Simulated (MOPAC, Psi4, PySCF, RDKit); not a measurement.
Internal rotation in SMILES N#Cc1cccc(O)c1 (C₇H₅NO). Scanned: dihedral C6–C7–O8–H13; all other coordinates were relaxed at GFN2-xTB. Points at φ and −φ are mirror images.

Atom numbering (GFN2-xTB optimised geometry, Å):
```
14

N      3.3836    -1.4927    -0.3668
C      2.3752    -0.9592    -0.2550
C      1.1280    -0.3066    -0.1174
C      1.0690     1.0850    -0.0767
C     -0.1611     1.7038     0.0585
C     -1.3196     0.9567     0.1525
C     -1.2618    -0.4364     0.1118
O     -2.4244    -1.1264     0.2074
C     -0.0349    -1.0700    -0.0234
H      1.9773     1.6628    -0.1506
H     -0.2179     2.7811     0.0911
H     -2.2836     1.4278     0.2581
H     -2.2566    -2.0759     0.1670
H      0.0268    -2.1500    -0.0565
```

Methods: PM3, restricted, heats of formation // GFN2-xTB (MOPAC); PBE0/def2-SVP // GFN2-xTB (Psi4); MMFF94 // GFN2-xTB (RDKit); UFF // GFN2-xTB (RDKit); RKS-B3LYP/LANL2DZ = restricted B3LYP/LANL2DZ, density fitting // GFN2-xTB in PySCF 2.14.0; PBE-D3(BJ)/def2-SVP // GFN2-xTB (Psi4).

Energies in kJ/mol, each method relative to its own lowest point.

```tsv
φ / °	PM3	PBE0/def2-SVP	MMFF94	UFF	RKS-B3LYP/LANL2DZ	PBE-D3(BJ)/def2-SVP
-160	1.5	2.5	3.6	2.7	1.9	2.8
-140	5.2	8.6	8.4	10.2	6.6	9.8
-120	9.1	15.4	14.3	20.4	11.7	17.9
-100	11.1	19.8	18.3	28.1	14.8	23.1
-80	10.6	19.6	18.0	27.9	14.5	22.8
-60	7.9	15.0	13.4	20.0	11.2	17.2
-40	4.2	8.5	6.9	9.7	6.4	9.6
-20	1.2	3.0	1.8	2.4	2.4	3.3
0	0.2	0.8	0.0	0.0	0.9	0.9
20	1.2	3.0	1.8	2.4	2.4	3.3
40	4.2	8.5	6.9	9.7	6.4	9.6
60	7.9	15.0	13.4	20.0	11.2	17.2
80	10.6	19.6	18.0	27.9	14.5	22.8
100	11.1	19.8	18.3	28.1	14.8	23.1
120	9.1	15.4	14.3	20.4	11.7	17.9
140	5.2	8.6	8.4	10.2	6.6	9.8
160	1.5	2.5	3.6	2.7	1.9	2.8
180	0.0	0.0	1.8	0.2	0.0	0.0
```

Root-mean-square difference from the PBE-D3(BJ)/def2-SVP profile, itself a level with limits, after the best constant shift (kJ/mol): PM3 4.3, PBE0/def2-SVP 1.2, MMFF94 2.0, UFF 2.2, RKS-B3LYP/LANL2DZ 3.0.
